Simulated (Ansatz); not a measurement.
Species: BeCl, charge 0, doublet. BeCl (SMILES [Be][Cl], doublet).
B3LYP-D3(BJ)/def2-TZVP minimum from Ansatz (a first-principles code):
```xyz
2

Be     0.0000     0.0000    -1.4703
Cl     0.0000     0.0000     0.3460
```
Charge 0, spin multiplicity 2.

Total energies in hartree (Ansatz). Open shells are spin-unrestricted; no spin-orbit coupling. Correlated methods leave the cores frozen. No relativity. For partners of very few electrons the exact lower level stands in for a higher one. The restricted determinant of Be ([Be], singlet) is unstable towards broken spin symmetry in at least one set run. The spin of BeCl ([Be][Cl], doublet) was assumed, and the state is the lowest solution found for it.

```csv
species,HF/def2-TZVPP,CCSD(T)/def2-TZVPP,HF/def2-QZVPP,CCSD(T)/def2-QZVPP,CCSDT(Q)/def2-QZVPP
"1: BeCl (SMILES [Be][Cl], doublet)",-474.17992,-474.41503,-474.19658,-474.45633,-474.45749
2: Be (singlet),-14.57258,-14.61767,-14.57300,-14.61856,-14.61856
3: Cl (doublet),-459.47685,-459.66464,-459.48954,-459.69535,-459.69632
```

Task: Work out the atomisation energy (electronic, to ground-state atoms) in kcal/mol: take Hartree-Fock from def2-QZVPP, extrapolate the CCSD(T) correlation energy as X^-3 (X = 3, 4), and add CCSDT(Q) - CCSD(T) in def2-QZVPP. 1 hartree = 627.51 kcal/mol.

Result: 
Species 1: correlation (64·(-0.25975) - 27·(-0.23511))/37 = -0.27773; step -0.00116; E1 = -474.19658 + (-0.27773) + (-0.00116) = -474.47547
Species 2: correlation (64·(-0.04556) - 27·(-0.04509))/37 = -0.04590; step +0.00000; E2 = -14.57300 + (-0.04590) + (+0.00000) = -14.61890
Species 3: correlation (64·(-0.20581) - 27·(-0.18779))/37 = -0.21896; step -0.00097; E3 = -459.48954 + (-0.21896) + (-0.00097) = -459.70947
-1·E1 +1·E2 +1·E3 = 0.14710 hartree = 92.3 kcal/mol.
